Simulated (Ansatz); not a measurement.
(OH)3Si-NH-SiH3 (Si2NO3H7): single points at one geometry.

```yaml
crystal:
  periodic: [false, false, false]
  atoms:
    - {symbol: Si, position_ang: [0.172453, -0.799857, -0.652234]}
    - {symbol: O, position_ang: [-0.804037, -1.486152, 0.499663]}
    - {symbol: O, position_ang: [-0.688342, -0.903994, -2.058324]}
    - {symbol: O, position_ang: [1.604355, -1.563057, -0.943454]}
    - {symbol: N, position_ang: [0.566370, 0.770875, -0.079996]}
    - {symbol: Si, position_ang: [-0.247298, 1.643644, 1.188409]}
    - {symbol: H, position_ang: [-0.445137, -1.547468, 1.390035]}
    - {symbol: H, position_ang: [-1.643101, -0.828615, -1.972926]}
    - {symbol: H, position_ang: [1.558085, -2.267093, -1.597534]}
    - {symbol: H, position_ang: [1.374404, 1.221543, -0.498256]}
    - {symbol: H, position_ang: [-0.149801, 0.947394, 2.512268]}
    - {symbol: H, position_ang: [0.404592, 2.981391, 1.310466]}
    - {symbol: H, position_ang: [-1.702563, 1.831399, 0.901871]}
basis:
  gaussian: {orbitals: def2-TZVP, initial_orbitals: start.molden}
hamiltonian: {xc: r2scan, dispersion: d4}
scf: {omitted_lower_state_checks: [starts]}
output: {orbitals: {seedname: orbitals}}
```

The file start.molden holds the orbitals of an earlier run on this structure, at another level or in another basis.

```sh
$ ansatz run in.yaml --threads 2 --pin off --events-out ev --progress --plain --max-ram 20480MiB --backend cpu
```

Shortened log:

```
Functional definition: r2SCAN
  name "r2SCAN"
  cite "Furness, Kaplan, Ning, Perdew & Sun, J. Phys. Chem. Lett. 11, 8208 (2020) doi:10.1021/acs.jpclett.0c02405"
  cite "Furness, Kaplan, Ning, Perdew & Sun, J. Phys. Chem. Lett. 11, 9248 (2020) doi:10.1021/acs.jpclett.0c03077"
  parent r2scan
  parameter k0 = 0.174
  parameter k1 = 0.065
  parameter a1 = 4.9479
  exchange = r2scan_x(k0 = k0, k1 = k1, a1 = a1)
  correlation = r2scan_c
these checks for a lower state are left out or cut short: starts
1420 factors; their error is unknown
mean field evaluation 1: about -23505.1415 eV, gradient 7.4e0 eV
mean field evaluation 2: about -23505.1793 eV, gradient 5.0e-2 eV
mean field evaluation 4: about -23505.1585 eV, gradient 1.1e-4 eV
mean field -23505.15851748 eV, -863.7986431488 hartree, gradient 1.7e-5 eV, S^2 0.000000; 0 other end points of the search recorded, 0 dependent functions left out
reference -23505.15853155 eV, -863.7986436658 hartree; 33, 33 occupied and 207, 207 virtual orbitals, 1420 factors
Total energy: -23505.24001593 eV, -863.8016381615 hartree
Checks for a lower state left out: starts
```

Hardware: 2 threads of AMD EPYC 7R13 on a shared host. Wall time 5.5 s.

As the first input, with `gaussian: {orbitals: def2-SVP, initial_orbitals: start.molden}`, `hamiltonian: {xc: pbe, dispersion: d4}` (abridged; 1.6 s):

```
Functional definition: PBE
mean field -23477.83103580 eV, -862.7943767203 hartree, gradient 1.3e-5 eV, S^2 0.000000
Total energy: -23478.15648437 eV, -862.8063367347 hartree
Checks for a lower state left out: starts
```

As the first input, with `hamiltonian: {xc: pbe, dispersion: d4}` (abridged; 2.9 s):

```
Functional definition: PBE
mean field -23493.51524937 eV, -863.3707609377 hartree, gradient 1.4e-5 eV, S^2 0.000000
Total energy: -23493.84070600 eV, -863.3827212482 hartree
Checks for a lower state left out: starts
```

As the first input, with `gaussian: {orbitals: STO-3G}`, `hamiltonian: {xc: hf}` (abridged; 0.25 s):

```
Functional definition: HF
mean field -23147.25697654 eV, -850.6460041136 hartree, gradient 7.5e-5 eV, S^2 0.000000
Total energy: -23147.25697654 eV, -850.6460041136 hartree
Checks for a lower state left out: starts
```

As the first input, with `gaussian: {orbitals: def2-TZVPD, initial_orbitals: start.molden}`, `hamiltonian: {xc: pbe, dispersion: d4}` (abridged; 1.5 s, on the card):

```
Functional definition: PBE
mean field -23493.64964110 eV, -863.3756997427 hartree, gradient 1.2e-5 eV, S^2 0.000000
Total energy: -23493.97511829 eV, -863.3876608088 hartree
Checks for a lower state left out: starts
```

The first input with `hamiltonian: {xc: pbe0, dispersion: d4}` (abridged; 4.7 s):

```
Functional definition: PBE0
mean field -23495.28359501 eV, -863.4357464413 hartree, gradient 1.2e-5 eV, S^2 0.000000
Total energy: -23495.56003563 eV, -863.4459054469 hartree
Checks for a lower state left out: starts
```

Geometry: PBE0-D4/def2-SVP.
